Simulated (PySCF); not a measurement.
PySCF job for 2,3-dihydrothiophene (C4H6S), SMILES C1=CSCC1, PBE0-D3(BJ)/def2-SVP. Geometry optimised at PBE0-D3(BJ)/def2-SVP. The values are those of a single conformer.

```python
import numpy as np
from pyscf import gto, scf, dft, df
from pyscf.hessian import thermo

mol = gto.M(
    atom='''
    C     1.02348260   -0.91756104    0.55195736
    C     1.25250412    0.13909536   -0.23675006
    S    -0.18752135    0.98624171   -0.78622063
    C    -1.19971740    0.05815507    0.42996340
    C    -0.43420718   -1.22563276    0.75824024
    H     1.82063426   -1.55278025    0.94402594
    H     2.22895346    0.49082539   -0.57573501
    H    -1.30866168    0.69217011    1.32410843
    H    -2.19659968   -0.12314203    0.00620965
    H    -0.73386318   -2.04713564    0.07899887
    H    -0.66249427   -1.56414483    1.78145642
    ''',
    basis='def2-SVP',
    charge=0,
    spin=0,
    max_memory=1600,
    verbose=3,
)
mf = dft.RKS(mol, xc='pbe0').density_fit(auxbasis='def2-universal-jkfit')
mf.disp = 'd3bj'
mf.grids.level = 3
mf.conv_tol = 1e-11
mf.max_cycle = 100
mf.kernel()

# [left out here: the lines that compute and print the analytic Hessian (its translational invariance restored by hand, since the grid's response is missing), thermochemistry and intensities]
```

Output:

```
converged SCF energy = -553.649664865162

WARN: DFTD3 does not support analytical Hessian, using finite difference


WARN: Mole.unit (angstrom) is changed to Bohr

Mode                                 0                   1                   2
Irrep
Freq [cm^-1]                      164.6283            413.1550            508.2379
Reduced mass [au]                   1.9521              2.5394              4.5936
Force const [Dyne/A]                0.0312              0.2554              0.6991
Char temp [K]                     236.8635            594.4380            731.2412
Normal mode                   x     y     z       x     y     z       x     y     z
       0   C                 0.01 -0.02 -0.04   -0.02 -0.08 -0.12    0.04  0.01 -0.07
       1   C                -0.00 -0.04 -0.06    0.00  0.10  0.13    0.07  0.04  0.00
       2   S                 0.02  0.05  0.04   -0.00 -0.01 -0.04   -0.00 -0.09  0.06
       3   C                -0.06 -0.06 -0.09    0.02  0.01  0.00   -0.08  0.07 -0.00
       4   C                 0.02  0.02  0.10   -0.01 -0.01  0.04   -0.00  0.11 -0.04
       5   H                 0.01 -0.05 -0.10   -0.01 -0.12 -0.18   -0.03 -0.08 -0.08
       6   H                -0.01 -0.08 -0.11    0.02  0.19  0.28    0.04  0.08 -0.04
       7   H                -0.31 -0.04 -0.14    0.09  0.04 -0.01   -0.26  0.08 -0.03
       8   H                 0.04 -0.20 -0.26   -0.00  0.04  0.06   -0.00 -0.03 -0.14
       9   H                -0.02 -0.14  0.31   -0.17 -0.11  0.23   -0.03  0.17 -0.10
      10   H                 0.10  0.23  0.19    0.14  0.17  0.14    0.03  0.02 -0.07
Mode                                 3                   4                   5
Irrep
Freq [cm^-1]                      661.3849            689.3713            704.8472
Reduced mass [au]                   2.1348              2.2960              2.2591
Force const [Dyne/A]                0.5502              0.6429              0.6613
[...]
       6   H                 0.27 -0.20 -0.04   -0.13  0.13 -0.06   -0.07 -0.35 -0.58
       7   H                 0.13 -0.10  0.07    0.28 -0.02  0.04   -0.03  0.00  0.02
       8   H                -0.11  0.07  0.12   -0.33  0.14  0.33   -0.01  0.11 -0.06
       9   H                 0.04 -0.13  0.10    0.07 -0.14  0.14   -0.09 -0.05  0.04
      10   H                 0.05  0.10  0.04    0.05  0.23  0.01   -0.01  0.01  0.02
Mode                                 9                  10                  11
Irrep
Freq [cm^-1]                      940.6349            993.4916           1029.0473
Reduced mass [au]                   2.3494              1.6521              1.7091
Force const [Dyne/A]                1.2248              0.9607              1.0663
Char temp [K]                    1353.3643           1429.4133           1480.5699
Normal mode                   x     y     z       x     y     z       x     y     z
       0   C                -0.10 -0.01 -0.02    0.00 -0.03 -0.06   -0.08  0.01 -0.03
       1   C                -0.06 -0.01  0.04    0.03  0.02 -0.00   -0.02 -0.02  0.02
       2   S                 0.01 -0.00  0.00    0.00  0.01  0.01   -0.01 -0.01  0.01
       3   C                 0.04 -0.07  0.02    0.00 -0.08 -0.08   -0.06  0.08 -0.06
       4   C                 0.08  0.13 -0.08   -0.03  0.06  0.11    0.11 -0.04  0.04
       5   H                -0.26 -0.03  0.22    0.01  0.08  0.11   -0.09  0.05  0.05
       6   H                -0.03 -0.22 -0.08    0.00  0.06 -0.02    0.09 -0.21  0.13
       7   H                 0.04 -0.11  0.04    0.30  0.14 -0.20    0.09  0.15 -0.09
       8   H                 0.04 -0.29  0.14   -0.15 -0.15  0.31   -0.11  0.26 -0.01
       9   H                 0.06  0.06  0.02    0.06  0.28 -0.20    0.36 -0.05 -0.06
      10   H                 0.21  0.19 -0.03   -0.28 -0.23 -0.05    0.35 -0.30  0.01
Mode                                12                  13                  14
Irrep
Freq [cm^-1]                     1104.3940           1136.7183           1198.0355
Reduced mass [au]                   1.0462              1.1540              1.3534
Force const [Dyne/A]                0.7519              0.8785              1.1445
Char temp [K]                    1588.9771           1635.4846           1723.7063
Normal mode                   x     y     z       x     y     z       x     y     z
       0   C                 0.00  0.02 -0.02    0.01 -0.03 -0.05   -0.05 -0.01 -0.02
       1   C                -0.02 -0.02  0.02   -0.02  0.01 -0.00    0.03  0.00 -0.00
       2   S                -0.00 -0.01  0.01    0.00 -0.00 -0.01    0.01 -0.00  0.00
       3   C                -0.02  0.00  0.00   -0.00 -0.03  0.02    0.00  0.12 -0.01
       4   C                 0.01  0.02 -0.03   -0.00  0.06  0.05    0.02 -0.06 -0.00
       5   H                 0.42  0.40 -0.28   -0.01  0.02  0.06   -0.03  0.04  0.01
       6   H                 0.27 -0.51  0.34    0.01  0.01  0.09   -0.06  0.16 -0.10
       7   H                 0.00 -0.02  0.02   -0.02 -0.44  0.32   -0.17 -0.05  0.10
       8   H                -0.04 -0.12  0.10    0.04  0.36 -0.23   -0.04 -0.49  0.33
       9   H                -0.07  0.02  0.01    0.47 -0.06 -0.02    0.32 -0.23  0.06
      10   H                -0.17  0.15 -0.02   -0.36  0.07 -0.04   -0.33  0.10 -0.02
Mode                                15                  16                  17
Irrep
Freq [cm^-1]                     1264.4653           1314.3903           1344.2856
Reduced mass [au]                   1.2330              1.3618              1.8883
Force const [Dyne/A]                1.1616              1.3862              2.0105
Char temp [K]                    1819.2840           1891.1150           1934.1277
Normal mode                   x     y     z       x     y     z       x     y     z
       0   C                -0.03 -0.00  0.02   -0.05 -0.02 -0.00    0.11  0.01 -0.01
       1   C                 0.03 -0.05  0.03    0.04 -0.05  0.04   -0.05  0.04 -0.02
       2   S                 0.00  0.00 -0.01   -0.01  0.01 -0.00    0.00 -0.00  0.00
       3   C                 0.02  0.03 -0.07    0.02 -0.05  0.06    0.04  0.02 -0.01
       4   C                -0.05  0.04  0.03   -0.06  0.05 -0.04   -0.15  0.03 -0.01
       5   H                 0.24  0.21 -0.17    0.27  0.26 -0.18   -0.09 -0.18  0.13
       6   H                -0.11  0.18 -0.14   -0.13  0.22 -0.15    0.12 -0.25  0.17
       7   H                -0.02 -0.48  0.29    0.06  0.36 -0.23   -0.04  0.01 -0.01
       8   H                -0.05 -0.08  0.13    0.09  0.03 -0.14    0.03 -0.21  0.11
       9   H                -0.10  0.13 -0.06    0.43 -0.18  0.03    0.33 -0.19  0.04
      10   H                 0.43 -0.21  0.05    0.13  0.04 -0.00    0.30 -0.17  0.03
Mode                                18                  19                  20
Irrep
Freq [cm^-1]                     1440.3006           1459.4280           1675.5879
Reduced mass [au]                   1.0843              1.1191              6.8269
Force const [Dyne/A]                1.3253              1.4044             11.2929
Char temp [K]                    2072.2719           2099.7920           2410.7979
Normal mode                   x     y     z       x     y     z       x     y     z
       0   C                -0.00 -0.00  0.01   -0.01  0.00  0.00    0.07  0.16 -0.11
       1   C                 0.00  0.01 -0.00    0.00 -0.00  0.00   -0.02 -0.15  0.11
       2   S                -0.00 -0.00  0.00    0.00 -0.00 -0.00   -0.00  0.00 -0.00
       3   C                -0.04  0.03  0.01    0.06 -0.04 -0.01    0.01  0.00  0.00
       4   C                 0.02  0.05 -0.01    0.02  0.06 -0.02   -0.01 -0.02  0.01
       5   H                 0.01  0.01 -0.01    0.02  0.02 -0.02   -0.17 -0.01  0.01
       6   H                 0.00  0.00 -0.01   -0.01  0.00 -0.00   -0.16  0.02 -0.01
       7   H                 0.44 -0.03  0.10   -0.48  0.03 -0.11    0.01  0.01 -0.00
       8   H                 0.16 -0.27 -0.32   -0.17  0.31  0.34    0.02 -0.01 -0.01
       9   H                -0.16 -0.24  0.40   -0.12 -0.23  0.36   -0.06 -0.01  0.02
      10   H                -0.14 -0.45 -0.20   -0.13 -0.38 -0.19   -0.09 -0.02 -0.01
Mode                                21                  22                  23
Irrep
Freq [cm^-1]                     3027.5490           3082.0172           3111.4364
Reduced mass [au]                   1.0699              1.0660              1.0953
Force const [Dyne/A]                5.7778              5.9657              6.2473
Char temp [K]                    4355.9689           4434.3366           4476.6642
Normal mode                   x     y     z       x     y     z       x     y     z
       0   C                 0.00 -0.00 -0.00    0.00  0.00 -0.00   -0.00  0.00 -0.00
       1   C                 0.00 -0.00  0.00    0.00 -0.00  0.00    0.00 -0.00  0.00
       2   S                -0.00  0.00 -0.00    0.00  0.00 -0.00    0.00  0.00 -0.00
       3   C                -0.00 -0.00 -0.00    0.04 -0.04 -0.04   -0.01  0.01  0.01
       4   C                 0.02  0.06  0.02   -0.00 -0.00  0.02   -0.01 -0.01  0.08
       5   H                -0.01  0.01 -0.01   -0.00 -0.00 -0.00    0.02 -0.02  0.01
       6   H                -0.00 -0.00  0.00   -0.00 -0.00  0.00    0.00  0.00  0.00
       7   H                -0.00  0.02  0.02   -0.07  0.49  0.68    0.01 -0.09 -0.13
       8   H                 0.03  0.01  0.01   -0.37 -0.08 -0.18    0.14  0.03  0.06
       9   H                -0.24 -0.67 -0.57   -0.01 -0.04 -0.03   -0.08 -0.20 -0.16
      10   H                -0.05 -0.07  0.28    0.04  0.06 -0.19    0.18  0.27 -0.82
Mode                                24                  25                  26
Irrep
Freq [cm^-1]                     3167.2971           3224.1421           3251.5391
Reduced mass [au]                   1.1058              1.0878              1.1037
Force const [Dyne/A]                6.5358              6.6623              6.8752
Char temp [K]                    4557.0353           4638.8226           4678.2408
Normal mode                   x     y     z       x     y     z       x     y     z
       0   C                 0.00  0.00 -0.00   -0.05  0.04 -0.03    0.03 -0.03  0.02
       1   C                 0.00 -0.00  0.00    0.03  0.01 -0.01    0.07  0.03 -0.03
       2   S                 0.00  0.00 -0.00    0.00 -0.00  0.00   -0.00  0.00 -0.00
       3   C                -0.06 -0.03 -0.06    0.00 -0.00  0.00   -0.00  0.00  0.00
       4   C                -0.00 -0.00 -0.01    0.00  0.00 -0.00   -0.00 -0.00  0.00
       5   H                 0.00 -0.00  0.00    0.62 -0.50  0.31   -0.30  0.24 -0.15
       6   H                 0.00  0.00 -0.00   -0.38 -0.14  0.13   -0.76 -0.28  0.26
       7   H                -0.05  0.25  0.34   -0.00  0.00  0.00    0.00 -0.00 -0.00
       8   H                 0.76  0.14  0.33   -0.00 -0.00 -0.00    0.00  0.00  0.00
       9   H                 0.02  0.05  0.04   -0.00 -0.00 -0.00    0.00  0.00  0.00
      10   H                -0.01 -0.01  0.04   -0.01 -0.01  0.02    0.00  0.01 -0.01
temperature 298.1500 [K]
pressure 101325.00 [Pa]
Rotational constants [GHz] 6.88390 4.68347 2.93925
Symmetry number 1
Zero-point energy (ZPE) 0.08999 [Eh]   236274.734 [J/mol]
                           tot       elec      trans        rot        vib
Entropy [J/mol/K]       297.018      0.000    164.321    107.241     25.456
Cv [J/mol/K]             72.465      0.000     12.472     12.472     47.521
Cp [J/mol/K]             80.779      0.000     20.786     12.472     47.521
Internal energy [J/mol]                      3718.434   3718.434 241276.793
Internal energy [Eh]   -553.55493  -553.64966
Enthalpy [J/mol]                             6197.391   3718.434 241276.793
Enthalpy [Eh]          -553.55399
Gibbs free energy [J/mol]                  -42794.940 -28255.484 233687.189
Gibbs free energy [Eh] -553.58772
mode   freq/cm-1   IR/(km/mol)
   1      164.63         0.932
   2      413.15         2.988
   3      508.24         0.589
   4      661.38        23.278
   5      689.37        21.011
   6      704.85        15.262
   7      804.82        25.096
   8      858.41         2.227
   9      932.44         1.704
  10      940.63         3.261
  11      993.49         2.543
  12     1029.05         5.209
  13     1104.39         1.710
  14     1136.72         1.171
  15     1198.04         3.552
  16     1264.47        14.531
  17     1314.39         2.150
  18     1344.29         0.720
  19     1440.30         3.926
  20     1459.43         2.745
  21     1675.59        12.906
  22     3027.55        30.861
  23     3082.02        15.226
  24     3111.44        15.674
  25     3167.30         4.667
  26     3224.14         0.514
  27     3251.54         2.108
max |gradient| / (hartree/bohr): 2.9189121661479507e-05
APT charges: [-0.1672  0.109  -0.1867  0.0931  0.0507  0.0539  0.0704 -0.0159  0.0135
 -0.0223  0.0014]
```

The run converged.

Cost: around 2.6 core-minutes (rough).
